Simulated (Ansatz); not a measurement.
```yaml
crystal:
  periodic: [false, false, false]
  atoms:
    - {symbol: Sn, position_ang: [0.805579, -4.078540, 0.801220]}
    - {symbol: Sn, position_ang: [-2.385303, 2.389821, -2.389051]}
    - {symbol: Sn, position_ang: [0.795591, -0.804429, -2.433987]}
    - {symbol: Sn, position_ang: [-2.434814, -0.800955, 0.800521]}
    - {symbol: Sn, position_ang: [0.806467, -0.809382, 4.075615]}
    - {symbol: Sn, position_ang: [0.803999, 2.428231, 0.798684]}
    - {symbol: Sn, position_ang: [4.080473, -0.807430, 0.800261]}
    - {symbol: Sn, position_ang: [-4.078960, 0.810981, -0.806222]}
    - {symbol: Sn, position_ang: [-0.807345, -2.432587, -0.802654]}
    - {symbol: Sn, position_ang: [2.389495, -2.388800, 2.383001]}
    - {symbol: Sn, position_ang: [-0.805851, 0.808033, -4.082794]}
    - {symbol: Sn, position_ang: [-0.801918, 4.079362, -0.806582]}
    - {symbol: Sn, position_ang: [2.429595, 0.796979, -0.806943]}
    - {symbol: Sn, position_ang: [-0.800203, 0.799206, 2.428201]}
    - {symbol: Cl, position_ang: [-3.772522, 3.779737, -3.772602]}
    - {symbol: Cl, position_ang: [3.775936, -3.779725, 3.766337]}
    - {symbol: H, position_ang: [1.799827, -5.084181, -0.176157]}
    - {symbol: H, position_ang: [-0.165462, -5.086572, 1.799197]}
    - {symbol: H, position_ang: [1.800378, -1.812076, -3.412366]}
    - {symbol: H, position_ang: [-3.413937, -1.805768, 1.807300]}
    - {symbol: H, position_ang: [-0.167156, -1.808846, 5.079695]}
    - {symbol: H, position_ang: [1.801065, 0.163754, 5.085025]}
    - {symbol: H, position_ang: [1.812513, 3.403313, 1.805826]}
    - {symbol: H, position_ang: [5.088499, -1.802880, -0.173318]}
    - {symbol: H, position_ang: [5.085884, 0.169965, 1.794761]}
    - {symbol: H, position_ang: [-5.089298, -0.159943, -1.802007]}
    - {symbol: H, position_ang: [-5.082501, 1.810064, 0.168443]}
    - {symbol: H, position_ang: [-1.812923, -3.412477, -1.808010]}
    - {symbol: H, position_ang: [-1.802366, -0.161755, -5.093448]}
    - {symbol: H, position_ang: [0.172149, 1.804617, -5.085528]}
    - {symbol: H, position_ang: [0.172457, 5.087394, -1.801280]}
    - {symbol: H, position_ang: [-1.799374, 5.084705, 0.167847]}
    - {symbol: H, position_ang: [3.405960, 1.802282, -1.816018]}
    - {symbol: H, position_ang: [-1.803433, 1.806400, 3.408533]}
basis:
  gaussian: {orbitals: def2-SVP, fitting: {mean_field: def2-universal-jkfit}}
total_charge: -1
magnetization: {spin_polarized: true, initial_magnetization: 1}
hamiltonian: {xc: {name: BHLYP}, dispersion: d3bjatm}
scf: {lower_state_search: off}
output: {forces: true}
```

```sh
$ ansatz run in.yaml --threads 2 --pin off --events-out ev --progress --plain --max-ram 32768MiB --backend cuda --devices 0, --max-vram 18GiB
```

It prints (some lines left out):

```
Functional definition: BHLYP
3632 factors; integrals over basis functions are off by at most 3.2e-1 eV
mean field evaluation 1: about -106950.1375 eV, gradient 2.2e1 eV
mean field evaluation 2: about -106949.0442 eV, gradient 2.6e1 eV
mean field evaluation 4: about -106953.5733 eV, gradient 1.4e0 eV
mean field evaluation 8: about -106953.5835 eV, gradient 6.6e-2 eV
mean field evaluation 16: about -106953.5840 eV, gradient 5.9e-3 eV
mean field -106953.61736049 eV, -3930.4729422323 hartree, gradient 2.9e-6 eV, S^2 0.758120; 0 other end points of the search recorded, 0 dependent functions left out
reference -106953.61781760 eV, -3930.4729590307 hartree; 181, 180 occupied and 309, 310 virtual orbitals, 3632 factors
Total energy: -106957.86262686 eV, -3930.6289528939 hartree
Atom 0 at     0.805579    -4.078540     0.801220 Å, force     0.076690     0.465890     0.076003 eV/Å
Atom 1 at    -2.385303     2.389821    -2.389051 Å, force     0.090994    -0.091234     0.091553 eV/Å
Atom 2 at     0.795591    -0.804429    -2.433987 Å, force    -0.028972     0.030759     0.241989 eV/Å
Atom 3 at    -2.434814    -0.800955     0.800521 Å, force     0.245281     0.032135    -0.032984 eV/Å
Atom 4 at     0.806467    -0.809382     4.075615 Å, force     0.077310    -0.074641    -0.465617 eV/Å
Atom 5 at     0.803999     2.428231     0.798684 Å, force    -0.030926    -0.244193    -0.030325 eV/Å
Atom 6 at     4.080473    -0.807430     0.800261 Å, force    -0.464913    -0.072603     0.073792 eV/Å
Atom 7 at    -4.078960     0.810981    -0.806222 Å, force     0.060406    -0.103990     0.103317 eV/Å
Atom 8 at    -0.807345    -2.432587    -0.802654 Å, force    -0.140151    -0.269944    -0.141052 eV/Å
Atom 9 at     2.389495    -2.388800     2.383001 Å, force    -0.069456     0.068195    -0.069171 eV/Å
Atom 10 at    -0.805851     0.808033    -4.082794 Å, force     0.103113    -0.104321     0.063888 eV/Å
Atom 11 at    -0.801918     4.079362    -0.806582 Å, force     0.101259    -0.062650     0.103866 eV/Å
Atom 12 at     2.429595     0.796979    -0.806943 Å, force     0.270163     0.140943    -0.141673 eV/Å
Atom 13 at    -0.800203     0.799206     2.428201 Å, force    -0.142246     0.140835     0.272674 eV/Å
Atom 14 at    -3.772522     3.779737    -3.772602 Å, force    -0.060759     0.061087    -0.061393 eV/Å
Atom 15 at     3.775936    -3.779725     3.766337 Å, force     1.015928    -1.018130     1.012767 eV/Å
Atom 16 at     1.799827    -5.084181    -0.176157 Å, force    -0.095810    -0.078128    -0.028291 eV/Å
Atom 17 at    -0.165462    -5.086572     1.799197 Å, force    -0.028911    -0.077607    -0.095880 eV/Å
Atom 18 at     1.800378    -1.812076    -3.412366 Å, force    -0.081709     0.081929     0.004160 eV/Å
Atom 19 at    -3.413937    -1.805768     1.807300 Å, force     0.003747     0.082654    -0.081710 eV/Å
Atom 20 at    -0.167156    -1.808846     5.079695 Å, force    -0.029736     0.096613     0.077944 eV/Å
Atom 21 at     1.801065     0.163754     5.085025 Å, force    -0.096324     0.028542     0.077866 eV/Å
Atom 22 at     1.812513     3.403313     1.805826 Å, force    -0.082625    -0.003927    -0.082609 eV/Å
Atom 23 at     5.088499    -1.802880    -0.173318 Å, force     0.077040     0.095752    -0.028462 eV/Å
Atom 24 at     5.085884     0.169965     1.794761 Å, force     0.077460     0.027812    -0.095991 eV/Å
Atom 25 at    -5.089298    -0.159943    -1.802007 Å, force    -0.018993     0.094096    -0.014059 eV/Å
Atom 26 at    -5.082501     1.810064     0.168443 Å, force    -0.018762     0.013537    -0.094400 eV/Å
Atom 27 at    -1.812923    -3.412477    -1.808010 Å, force    -0.271967     0.050306    -0.271430 eV/Å
Atom 28 at    -1.802366    -0.161755    -5.093448 Å, force    -0.013437     0.094551    -0.018481 eV/Å
Atom 29 at     0.172149     1.804617    -5.085528 Å, force    -0.094450     0.013024    -0.018869 eV/Å
Atom 30 at     0.172457     5.087394    -1.801280 Å, force    -0.094384     0.018681    -0.013563 eV/Å
Atom 31 at    -1.799374     5.084705     0.167847 Å, force    -0.011687     0.019275    -0.093632 eV/Å
Atom 32 at     3.405960     1.802282    -1.816018 Å, force    -0.051088     0.270996    -0.270199 eV/Å
Atom 33 at    -1.803433     1.806400     3.408533 Å, force    -0.272085     0.273755    -0.050028 eV/Å
Dipole moment:    -0.679683     0.680788    -0.679997 e Å
Checks for a lower state left out: stability, starts, cluster_reference, orbital_swaps, neighbouring_geometries, increment
```

Hardware: 2 threads of AMD EPYC 7R13 on a shared host and a share (18 GiB) of an NVIDIA H100 80GB HBM3. Wall time 14 s, peak host memory 3.2 GiB.

In the def2 sets Sn takes a core potential; there is no spin–orbit coupling. The highest occupied level of an anion often lies above zero with these methods, and sets without diffuse functions describe the outer electron poorly.

The dipole of an ion depends on the origin.
